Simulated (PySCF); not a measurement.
Correlation energy of Cu³⁺ (copper, charge +3)

Starting occupation: [Ar] 3d8, 3d3/2 with m_j = -3/2, -1/2, +1/2, +3/2, 3d5/2 with m_j = -1/2, +1/2, +3/2, +5/2. Computed with PySCF 2.14 in x2c-SVPall-2c (5s5p3d1f, 42 functions), with X2C-1e with screened-nucleus spin-orbit coupling, Gaussian nucleus. Frozen: [Ne]; 16 electrons correlated; the 6 highest virtual spinors left out.

MP2 pair energies summed by pair of shells (mhartree):

| pair | energy | share (%) |
| --- | --- | --- |
| 3d-3d | -103.95 | 46.4 |
| 3d-3p | -74.66 | 33.4 |
| 3p-3p | -32.27 | 14.4 |
| 3d-3s | -6.20 | 2.8 |
| 3p-3s | -5.40 | 2.4 |
| 3s-3s | -1.35 | 0.6 |

Total MP2 correlation energy: -223.83 mhartree.

The GHF reference relaxed away from the jj start to a determinant that is no pure jj level (⟨S²⟩ = 2.00, ⟨J²⟩ = 20.00); the energies belong to that determinant.

This basis was not built for core-valence correlation, so the inner-shell part is incomplete.
